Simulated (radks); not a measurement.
Question: Species: Ni IV. Configuration: [Ar] 3d7 (the NIST ground configuration). All-electron calculation, scalar-relativistic Kohn-Sham, PBE, spin-polarised, spherical densities, point nucleus; open shells are filled with parallel spins first. Program: a radial shooting solver on a logarithmic mesh with Libxc functionals. Some entries of the table are withheld. Estimate them.

orbital,occ.,eigenvalue (eV),<r^2> (bohr^2),<1/r> (bohr^-1)
1s down,1,-8252.229,0.003935,28.09
1s up,1,-8252.223,0.003935,28.09
2s up,1,-1022.796,0.07088,6.067
2s down,1,-1020.979,0.07070,6.074
2p up,3,-885.4151,0.05698,5.954
2p down,3,-884.0492,0.05681,5.960
3s up,1,(1),(2),1.932
3s down,1,(3),(4),1.925
3p up,3,-112.2183,0.6931,1.791
3p down,3,-108.6052,0.7006,1.782
3d up,5,-48.5131,0.9968,1.466
3d down,2,-45.0831,1.053,1.442

Answer: 
(1) 3s up eigenvalue (eV): -152.1196
(2) 3s up <r^2> (bohr^2): 0.6221
(3) 3s down eigenvalue (eV): -148.4378
(4) 3s down <r^2> (bohr^2): 0.6261
